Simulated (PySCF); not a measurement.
# C₆ coefficients of unlike pairs at PBE

Calculated with PySCF 2.14 from the dipole response of each species, C₆(A,B) = (3/π) ∫ α_A(iu) α_B(iu) du, in atomic units, from isotropic polarisabilities. For ions this is the dispersion term alone; charge-induced terms of lower order in 1/R come first.

```
species           configuration                                                                                    basis      relativity  α (bohr³)  C₆ (like pair)
     Ca           [Ar] 4s2 (1S)                                                             aug-cc-pwCVTZ-X2C (9s8p6d3f)   spin-free X2C      158.0            2180
     Ir  [Xe] 4f14 5d7 6s2 (4F)                                                aug-cc-pVTZ-PP with ECP60MDF (6s6p5d3f2g)  core potential      48.35           527.5
    Sc+       [Ar] 3d1 4s1 (3D)  aug-cc-pwCVTZ-DK with one added diffuse shell each of s, p, d, f, g type (11s10p8d5f4g)   spin-free X2C      58.83           398.8
 Ga(3+)          [Ar] 3d10 (1S)                                                              aug-cc-pVQZ-DK (8s7p5d3f2g)   spin-free X2C      1.281           2.018
```

Q: Estimate C₆ for Ga(3+) with Ir.

A: The integral gives 26.10. The combination rule 2 C_A C_B / (C_A α_B/α_A + C_B α_A/α_B) gives 23.61 and the geometric mean 32.62.

No spin-orbit coupling is included.

The other pairs:

```json
{"pair": "Ir, Ca", "C₆": "960.6"}
{"pair": "Sc+, Ir", "C₆": "437.5"}
{"pair": "Sc+, Ca", "C₆": "920.6"}
{"pair": "Ga(3+), Ca", "C₆": "35.70"}
{"pair": "Ga(3+), Sc+", "C₆": "18.23"}
```
